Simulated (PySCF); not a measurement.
Continuum solvent and chemical shifts

Bonds (- single, = double, # triple, : aromatic): C1-O2, O2-C3, C3:C4, C4:C5, C5:C6, C6:C7, C7-C8, C8-F9, C8-F10, C8-F11, C7:C12, C12:C3. C1 carries H13, H14, H15; C4 carries H16; C5 carries H17; C6 carries H18; C12 carries H19.

GIAO PBE0/pcSseg-1 in PySCF 2.14.0 with density-fitted response routines on one PBE0-D3(BJ)/def2-SVP conformer, non-relativistic, equivalent nuclei averaged. Solvents enter as an IEF-PCM continuum (cyclohexane with ε = 2.0, chloroform with ε = 4.7) around the gas-phase geometry. Shifts are referred to TMS, CFCl3 computed in the same medium.

In cyclohexane, δ in ppm: C3 165.5, C7 138.3, C5 135.3, C8 129.8, C4 127.1, C6 121.9, C12 111.0, C1 54.7, F9/F10/F11 -76.3, H17 7.59, H18 7.45, H16 7.32, H19 7.01, H13/H14/H15 3.81. Dipole moment 2.51 D.

Question: How does each δ change in the more polar medium?

Answer: 
```tsv
atoms	environment	Δδ, chloroform
C3	aromatic carbon bearing oxygen	+0.5
C7	substituted aromatic carbon	0.0
C5	aromatic CH	+0.6
C8	CF3 carbon	+0.5
C4	aromatic CH	+0.5
C6	aromatic CH	+0.4
C12	aromatic CH	+0.6
C1	methyl carbon bonded to O	+0.5
F9/F10/F11	fluorine of a CF3 group	+0.6
H17	hydrogen on an aromatic CH	+0.09
H18	hydrogen on an aromatic CH	+0.05
H16	hydrogen on an aromatic CH	+0.06
H19	hydrogen on an aromatic CH	+0.11
H13/H14/H15	hydrogen on a methyl carbon bonded to O	+0.05
```

Changes are relative to cyclohexane. The dipole moment becomes 2.60 D in chloroform.

Question: Which nuclei move most (in ppm), and what does the model miss?

Answer: C5 (aromatic CH, +0.6 ppm) and C12 (aromatic CH, +0.6 ppm) and F9/F10/F11 (fluorine of a CF3 group, +0.6 ppm) in chloroform. A continuum only polarises the solute; specific hydrogen bonds, the anisotropy of aromatic solvents and changes of geometry or conformer are outside it.
